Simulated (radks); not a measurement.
Values are calculated unless marked as measured or tabulated.
Valence configurations of Sb I (all share [Kr]). Level of theory: non-relativistic Kohn-Sham, PBE, spin-polarised, spherical densities, point nucleus; open shells are filled with parallel spins first (spin-orbit coupling, left out, can overturn this in heavy ions); relativity is left out, which matters for an element this heavy (a radial shooting solver on a logarithmic mesh with Libxc functionals). Energies are relative to 4d10 5s2 5p3; eigenvalues in eV for spin up.

| valence | E (eV) | moment (Bohr magnetons) | e(4d) | e(5p) | e(5s) |
|---|---|---|---|---|---|
| 4d10 5s2 5p3 | 0.000 | 3 | -35.086 | -5.533 | -12.512 |
| 4d10 5s1 5p4 | 7.060 | 3 | -36.415 | -6.105 | -13.321 |
| 4d10 5p5 | 15.579 | 1 | -37.644 | -6.170 | - |
| 4d9 5s2 5p4 | 33.386 | 3 | -41.822 | -6.494 | -14.215 |
| 4d9.5 5s1 5p4.5 | 23.512 | 3 | -39.736 | -6.572 | -14.152 |
| 4d8 5s2 5p5 | 71.101 | 3 | -48.473 | -7.356 | -15.759 |
| 4d9 5s1 5p5 | 41.045 | 3 | -43.035 | -7.010 | -14.939 |
| 4d9.5 5s1.5 5p4 | 19.824 | 3 | -39.106 | -6.303 | -13.773 |
| 4d9.5 5s2 5p3.5 | 16.150 | 3 | -38.469 | -6.030 | -13.388 |

NIST lists [Kr] 4d10 5s2 5p3 as the ground configuration; this level of theory agrees among the configurations tried. The energies are those of spherical high-spin densities, not of single terms. Relativity is left out, which favours d and f over s occupation in heavy atoms.
